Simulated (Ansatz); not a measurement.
```xyz
25

C    -0.0348    3.4429   -0.5009
O    -0.1771    2.0814   -0.7363
Hf    0.1164    0.1919   -0.8775
Cl    0.8804   -0.4352   -3.0637
N     1.5115   -0.4165    0.4652
C     2.8125    0.1974    0.3353
C     1.4467   -1.3506    1.5572
N    -1.5965   -0.7647   -0.4007
C    -2.8778   -0.2759    0.0361
C    -1.5638   -2.1997   -0.5706
H     0.7065    3.6331    0.2833
H    -0.9892    3.8746   -0.1813
H     0.2852    3.9595   -1.4119
H     2.8355    0.9051   -0.5042
H     3.0964    0.7563    1.2390
H     3.5977   -0.5469    0.1399
H     0.4494   -1.7894    1.6306
H     1.6692   -0.8662    2.5198
H     2.1693   -2.1708    1.4326
H    -3.6736   -0.5322   -0.6780
H    -3.1621   -0.7032    1.0086
H    -2.8579    0.8109    0.1405
H    -0.5786   -2.5340   -0.9228
H    -1.7665   -2.7273    0.3726
H    -2.2989   -2.5406   -1.3126
```

Charge 0, multiplicity 1. Hf takes the def2 core potential.

Problem. List the CAM-B3LYP/def2-TZVPP orbital energies in eV (Ansatz). (Estimate.)

Solution. Computed: Occupied: -2763.12, -522.29, -390.95, -390.77, -280.11, -279.53, -279.44, -279.36, -279.26, -257.92, -196.90, -196.86, -196.86, -69.22, -37.93, -37.64, -37.53, -29.00, -26.42, -26.23, -23.03, -21.58, -21.44, -20.38, -18.61, -18.48, -14.92, -14.50, -14.43, -14.36, -14.32, -14.26, -14.15, -14.06, -13.93, -12.56, -12.43, -11.99, -11.85, -10.96, -10.71, -10.58, -10.06, -10.05, -9.75, -9.63, -7.88, -7.66. Lowest empty: 0.88, 1.33, 1.62, 1.70, 1.80, 1.99, 2.66, 2.74.
